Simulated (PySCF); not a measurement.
GeOF2, SMILES [O]=[Ge]([F])[F].

The structure is a stationary point at B3LYP-D3(BJ)/def2-SVP.

All values below come from PySCF with PBE/def2-TZVPD.

```
Item                                                                                                            Value
---------------------------------------------------------------------------------------------  ----------------------
total energy                                                                                      -2351.51086 hartree
point group                                                                                                       C2v
highest occupied level                                                                                       -7.83 eV
lowest empty level                                                                                           -4.20 eV
orbital gap                                                                                                   3.63 eV
dipole moment                                                                                                  1.34 D
quadrupole, principal values (traceless, Buckingham form, about the centre of nuclear charge)  -7.47, -0.49, 7.96 D·Å
mean static polarisability                                                                       33.8 bohr³ (5.01 Å³)
polarisability, principal values                                                               26.9, 33.2, 41.3 bohr³
```
